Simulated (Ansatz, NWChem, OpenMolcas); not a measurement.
**Abstraction of Cl: SbH2Cl + SiCl3 → SbH2 + SiCl4**

Species: SbH2Cl `[Cl][SbH2]`, singlet; SiCl3 `Cl[Si](Cl)Cl`, doublet; SbH2 `[SbH2]`, doublet; SiCl4 (silicon tetrachloride) `Cl[Si](Cl)(Cl)Cl`, singlet. A radical takes Cl: the energy is the difference in strength between the Sb–Cl bond broken and the Si–Cl bond made.

Shapes, held fixed at every level: PBE0-D4/def2-TZVP. Programs: Ansatz 0.2.0, NWChem 7.3.0, OpenMolcas 26.06. A level may come from different programs for different species; with the same settings they agree closely. The zero-point and thermal change to 298 K, harmonic and unscaled (PBE0-D4/def2-TZVP), is -1.8 kJ/mol.

Task: Estimate ΔH(298 K) of this reaction.

Result: The highest level, CCSD(T)/def2-TZVPP, gives ΔH(298 K) = -147.1 kJ/mol; the levels span -168.1 to -122.6. The column of differences is taken from that level and isn't an error. No measured value is set beside it here. Open shells run unrestricted. For atoms past krypton def2 sets carry core potentials with scalar relativity. Outer-core shells of Sb are correlated, in sets that cover them unevenly.

| level | kind | ΔH(298 K) (kJ/mol) | less CCSD(T)/def2-TZVPP |
| --- | --- | --- | --- |
| MP2/def2-SVP | perturbation theory | -168.1 | -21.0 |
| HF/def2-TZVPP | Hartree–Fock | -141.7 | +5.4 |
| SPW92/def2-TZVPP | LDA | -122.6 | +24.5 |
| r2SCAN-D4/def2-TZVPP | meta-GGA | -129.1 | +18.0 |
| PBE0/def2-SVP | global hybrid | -136.6 | +10.5 |
| B3LYP-D4/def2-TZVPP | global hybrid | -125.1 | +22.0 |
| wB97M-V/def2-TZVPP | range-separated hybrid | -150.1 | -3.0 |
| CCSD(T)/def2-TZVPP | coupled cluster or CI | -147.1 | 0.0 |
